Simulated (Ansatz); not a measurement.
Reaction (cleavage of the Ga–Al bond): `[NH2][GaH][AlH2]` + `O[SiH3]` → `[NH2][GaH][O][SiH3]` + `[AlH3]`

Isolated molecules relaxed with PBE0-D4/def2-TZVP in Ansatz; ΔE leaves out vibrations. CCSD(T)/CBS adds triple-zeta CCSD(T) − MP2 to the extrapolated MP2 energy (def2 sets, frozen cores). This one scheme is used for every species. DFT in def2-TZVPP. B3LYP here is the variant with VWN-RPA as its local correlation; programs differ in this. For Ga outer-core shells are correlated without core-valence functions, which leaves a few kJ/mol of doubt a bond. Scalar relativity is left out up to krypton. One conformer a species, not always the lowest.

(1) Is it downhill or uphill in electronic energy at CCSD(T)/CBS, and by how much? (Best estimate.)

(2) What do these levels give: LDA (SPW92), PBE0-D4, B3LYP-D4, BLYP, HF/def2-QZVPP, MP2/def2-QZVPP? (An estimate is asked.)

Largest T1 diagnostic among the species: 0.015.

## Answers

(1) The calculation gave: Downhill: ΔE = -56.4 kJ/mol.

(2) Computed: LDA (SPW92) -37.1, PBE0-D4 -43.1, B3LYP-D4 -56.1, BLYP -46.4, HF/def2-QZVPP -77.5, MP2/def2-QZVPP -66.9 kJ/mol.

At CCSD(T), def2-SVP lies −16.6 kJ/mol from the extrapolated value and def2-TZVPP −3.8 kJ/mol. Leaving LDA and LC-ωPBE aside and taking each functional with its dispersion term where it has one, the values, not all of them listed here, spread over 28.2 kJ/mol, from BHLYP-D4 to PBE-D4. LDA lies −3.6 kJ/mol from PBE without D4.
